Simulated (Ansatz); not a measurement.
Reaction (stannylene formation by 1,1-elimination): `C[O][SnH2][F]` → `C[O][Sn][F]` + H₂

Calculated with Ansatz (gas phase, PBE0-D4/def2-TZVP geometries, no zero-point term in ΔE). CCSD(T)/CBS is the MP2 limit (def2-TZVPP, def2-QZVPP) plus CCSD(T) − MP2 in def2-TZVPP, frozen cores. This one scheme is used for every species. Functionals use def2-TZVPP. Elements past krypton have def2 core potentials. For Sn outer-core shells are correlated without core-valence functions, which leaves a few kJ/mol of doubt a bond. One conformer a species, not always the lowest.

| level | ΔE (kcal/mol) | difference from CCSD(T)/CBS |
| --- | --- | --- |
| LDA (SPW92) | -6.9 | 2.7 |
| BLYP-D4 | -19.8 | -10.2 |
| B97M-V | -5.8 | 3.8 |
| PBE0-D4 | -8.5 | 1.1 |
| r2SCANh-D4 | -8.9 | 0.7 |
| r2SCAN0-D4 | -7.1 | 2.5 |
| BHLYP-D4 | -8.9 | 0.7 |
| ωB97M-V | -9.2 | 0.4 |
| revPBE | -16.8 | -7.2 |
| HF/def2-SVP | -4.2 | 5.4 |
| MP2/def2-SVP | -5.6 | 4.0 |
| CCSD(T)/def2-SVP | -6.6 | 3.0 |
| MP2/def2-TZVPP | -10.8 | -1.2 |
| CCSD/def2-TZVPP | -6.9 | 2.7 |
| MP2/def2-QZVPP | -12.0 | -2.4 |
| HF/CBS(def2) | -4.5 | 5.1 |
| CCSD(T)/CBS | -9.6 | 0 |

Largest T1 diagnostic among the species: 0.017.

At CCSD(T), def2-SVP lies +3.0 kcal/mol from the extrapolated value and def2-TZVPP +2.0 kcal/mol. From PBE to PBE0 (25 % exact exchange), in def2-TZVPP and without D4, ΔE moves by +5.3 kcal/mol.
